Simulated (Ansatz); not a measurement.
Reaction (cleavage of the Sn–B bond): `F[BH][SnH2][SiH3]` + `[OH][AlH2]` → `[AlH2][O][SnH2][SiH3]` + `BF`

Calculated with Ansatz (gas phase, PBE0-D4/def2-TZVP geometries, no zero-point term in ΔE). CBS: MP2 limit from def2 TZ/QZ plus the TZ coupled-cluster correction, frozen cores. This one scheme is used for every species. DFT in def2-TZVPP. HSE06 is defined as in plane-wave codes. def2 core potentials past Kr. For Sn outer-core shells are correlated without core-valence functions, which leaves a few kJ/mol of doubt a bond. One conformer a species, not always the lowest.

CCSD(T)/CBS gives -45.1 kJ/mol.

Problem. Another level gave -46.2 kJ/mol. Which?
A. HSE06/def2-TZVPP
B. BHLYP/def2-TZVPP
C. ωB97M-V/def2-TZVPP
D. revPBE-D4/def2-TZVPP

Solution. B. BHLYP -46.2, revPBE-D4 -32.5, HSE06 -28.0, ωB97M-V -40.7 kJ/mol.

Largest T1 diagnostic among the species: 0.014.

In def2-TZVPP, CCSD(T) changes the Hartree–Fock value by +15.5 kJ/mol (the triples alone add −0.2 kJ/mol) and MP2 by +12.8 kJ/mol. From BLYP to BHLYP (50 % exact exchange), in def2-TZVPP and without D4, ΔE moves by −7.1 kJ/mol.
